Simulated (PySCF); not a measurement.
C7H12FN.
Atom-mapped SMILES: `[H]/[N:8]=[C:7]1/[CH2:6][CH2:5][CH2:4][C@:2]([CH3:1])([F:3])[CH2:9]1`

NICS is the negative of the GIAO shielding at a point without a nucleus: at the ring centre (0) and 1 Å above and below it (1); zz is the component along the ring normal. Level: GIAO PBE0/pcSseg-1 (PySCF, non-relativistic, gas phase) on the GFN2-xTB geometry, one conformer.

Ring bond lengths (Å), with Mayer bond orders in brackets: C2–C4 1.529 (0.98), C4–C5 1.526 (1.03), C5–C6 1.529 (1.03), C6–C7 1.499 (0.98), C7–C9 1.512 (0.97), C9–C2 1.534 (0.96).

Task: Give the NICS values of each ring in ppm.

Result: 
| ring | type | NICS(0) | NICS(1), two faces | NICS(1)zz, two faces | rms pucker (Å) | centre to ring atoms, mean (Å) |
| --- | --- | --- | --- | --- | --- | --- |
| C2–C4–C5–C6–C7–C9 | 6-membered carbocycle; formal bonds all single | -1.0 | -1.4 / -2.4 | 3.1 / 1.8 | 0.23 | 1.47 |

Task: What do they say, and how far can they be read as aromaticity?

Result: 
- C2–C4–C5–C6–C7–C9: mean NICS(1)zz 2.4 ppm, near zero. C2, C4, C5, C6, C9 have four or more neighbours, and the NICS criterion for π rings isn't applied.

Task: List the ring angles and the Hirshfeld charges of the ring atoms.

Result: 
- C2–C4–C5–C6–C7–C9: C2 111.3° (+0.112 e), C4 111.1° (-0.080 e), C5 110.7° (-0.069 e), C6 109.3° (-0.076 e), C7 114.4° (+0.095 e), C9 111.9° (-0.086 e); sum 668.6° against 720° for a flat convex ring.

The run took 43 s on an Arm Neoverse V1 with one thread, no GPU, shared host. This is the whole shielding run at PBE0/pcSseg-1, SCF included.
